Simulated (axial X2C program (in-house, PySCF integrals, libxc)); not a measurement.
ICl: cheaper levels and CCSD(T), with spin–orbit coupling

Computed with an axial X2C code built on PySCF integrals. Two-component (2c) means X2C with spin–orbit coupling and atomic mean-field two-electron Coulomb and Gaunt terms. Basis: I dyall-cv3z [11s12p8d4f1g], Cl dyall-av3z [9s8p3d2f] (cores contracted in-house); Gaussian nuclei, density fitting, unrestricted open shells. Masses: I 126.904 u, Cl 34.969 u.

State: Ω = 0 (closed shell); fragments I + Cl.

```tsv
level	Re (Å)	ωe (cm⁻¹)	De (eV)
PBE0	2.328	388.8	2.19
HF	2.322	411.2	0.524
MP2	2.333	393.0	2.13
CCSD	2.345	382.6	1.85
PBE50	2.302	413.1	n/a
```

Correlated methods: 14 electrons correlated (number of frozen shells: I 4 s, 3 p, 2 d; Cl 2 s, 1 p), 244 virtual spin orbitals or spinors in MP2, 90 natural virtuals in coupled cluster.

CCSD(T), same Hamiltonian and basis:

Re = 2.353 Å, ωe = 373.0 cm⁻¹, De = 1.98 eV; T1 = 0.008 (Lee–Taylor normalisation).

(1) Give the differences from CCSD(T) in the columns below.

One determinant describes the state; a PBE0 search over occupations chose it and may have missed a lower one. The closed shell is kept restricted, so the energy runs too high when the bond is stretched far. Dissociation energies refer to the lowest single-determinant-based atoms at the same level and basis. De is not given where an atomic determinant may have missed its ground term or J level, or where the truncated virtual space spoils (T). CCSD and (T) use frozen natural virtuals with an MP2 correction for the truncation; (T) itself is uncorrected, so its De runs slightly low. The 2c atoms are single determinants rather than J levels; their spin–orbit lowering is only partly caught, and De is too large by that part. This holds for PBE0. Without a current term, density functionals place determinants with orbital angular momentum somewhat too high.

Answers

(1) 

| level | ΔRe (Å) | Δωe (cm⁻¹) | ΔDe (eV) |
| --- | --- | --- | --- |
| PBE0 | -0.025 | 16 | 0.21 |
| HF | -0.031 | 38 | -1.46 |
| MP2 | -0.020 | 20 | 0.15 |
| CCSD | -0.008 | 10 | -0.13 |
| PBE50 | -0.051 | 40 | n/a |
